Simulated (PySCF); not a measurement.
In(Cl)(SiH3)2 (ClH6InSi2), SMILES [SiH3][In]([Cl])[SiH3].

The structure is a stationary point at PBE-D3(BJ)/def2-SVP. The structure was generated by enumeration; whether it is a known compound was not checked. The def2 effective core potentials stand for the cores of In; spin–orbit coupling is left out.

Two levels are set side by side: PBE/def2-TZVP (PySCF) and r2SCAN/def2-TZVP (PySCF). Same geometry, gas phase. Differences are taken from unrounded values.

```json
[
 {"quantity": "orbital gap (eV)", "PBE": "3.21"},
 {"quantity": "highest occupied level (eV)", "PBE": "-6.26"},
 {"quantity": "lowest empty level (eV)", "PBE": "-3.06"},
 {"quantity": "dipole moment (D)", "PBE": "2.97"},
 {"quantity": "mean polarisability (bohr³)", "PBE": "125.4"}
]
```

Problem. These are the PBE values. What does r2SCAN give? (The exact figures need the calculation; the answer reports its results.)

Solution. 
```tsv
quantity	r2SCAN	PBE minus r2SCAN
orbital gap (eV)	3.56	-0.36
highest occupied level (eV)	-6.50	0.24
lowest empty level (eV)	-2.94	-0.12
dipole moment (D)	3.13	-0.16
mean polarisability (bohr³)	121.0	4.4
```

Rough cost on one machine, each run with all the roots and properties that it gave: r2SCAN against PBE about 3 times.
